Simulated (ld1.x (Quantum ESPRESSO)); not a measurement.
# Reading a pseudo-wave (V (Z = 23))

Columns: radius, all-electron u(r) and pseudo u(r) of the 4p shell (level -13.12 eV) of vanadium in the configuration [Ar] 3d3 4s0 4p0; PW91, scalar-relativistic, TM semilocal scheme, ld1.x (Quantum ESPRESSO) 7.5.

```csv
r (bohr),all-electron,pseudo
0.145,0.1652,0.0027
0.290,0.0650,0.0107
0.435,-0.1233,0.0240
0.580,-0.2489,0.0428
0.725,-0.2865,0.0669
0.870,-0.2544,0.0965
1.015,-0.1786,0.1314
1.160,-0.0804,0.1714
1.305,0.0256,0.2161
1.450,0.1300,0.2647
1.595,0.2275,0.3159
1.740,0.3148,0.3683
1.885,0.3904,0.4198
2.030,0.4540,0.4683
2.175,0.5059,0.5117
2.320,0.5464,0.5483
2.465,0.5767,0.5771
2.610,0.5976,0.5976
2.755,0.6102,0.6102
2.900,0.6156,0.6156
3.045,0.6146,0.6146
3.190,0.6082,0.6082
3.335,0.5972,0.5972
3.480,0.5823,0.5823
3.625,0.5640,0.5640
3.770,0.5429,0.5429
```

Problem. How many radial nodes do the two functions have?

Solution. The all-electron 4p function has n − l − 1 = 2; the pseudo-wave has 0, since the states of the same l below it are removed with the core.

Problem. At about which radius was the pseudo-wave matched?

Solution. 2.90 bohr. The columns agree to 0.0005 from 2.46 bohr on; several derivatives are matched, so the curves merge somewhat inside the radius.

Problem. Where does each function peak?

Solution. Outermost all-electron maximum near 2.90 bohr, pseudo maximum near 2.90 bohr (to the table’s step).

Problem. Is the pseudo-wave norm-conserving?

Solution. Yes: the TM semilocal scheme keeps the norm inside the radius equal to the all-electron one, which fixes the energy derivative of the logarithmic derivative at the level.
